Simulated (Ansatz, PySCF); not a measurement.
Gas-phase reaction in SMILES: CCB(N)N + H+ -> CCB(N)[NH3+]
Geometries: B3LYP-D3(BJ)/def2-TZVP minima from Ansatz (a quantum-chemistry and plane-wave program), one conformer each, not searched for the lowest. Frequencies are from Ansatz or PySCF.
Geometry of the first species:
```xyz
14

C      1.9339    -0.3855    -0.5848
C      0.9890     0.3923     0.3352
B     -0.5655     0.1044     0.1620
N     -1.4889     0.7970     0.9885
N     -1.0249    -0.8277    -0.8005
H      2.9805    -0.1317    -0.4037
H      1.8341    -1.4643    -0.4391
H      1.7288    -0.1746    -1.6376
H      1.2607     0.1966     1.3794
H      1.1569     1.4673     0.1985
H     -1.1946     1.4633     1.6795
H     -2.4863     0.6783     0.9485
H     -0.3994    -1.3339    -1.4002
H     -1.9933    -1.0495    -0.9541
```

Wanted: proton affinity (0 K, with B3LYP-D3(BJ) harmonic zero-point energies), positive where the reaction releases energy, in kcal/mol. Correlated levels leave the core frozen unless marked. Spin-orbit coupling is left out. Non-relativistic. CBS(X,Y): correlation extrapolated as X^-3; Hartree-Fock from the larger set.

CCSD(T)/CBS(cc-pVTZ,cc-pVQZ) (Ansatz) gives 210.3 kcal/mol.

Q: Another calculation gave 210.4 kcal/mol. Which level was it?
A. SVWN5/def2-TZVPD (Ansatz)
B. CAM-B3LYP/def2-TZVPD (Ansatz)
C. PBE-QIDH/def2-TZVPD (Ansatz)

A: C, PBE-QIDH/def2-TZVPD (Ansatz). The others give 207.8 (CAM-B3LYP), 202.8 (SVWN5) kcal/mol.
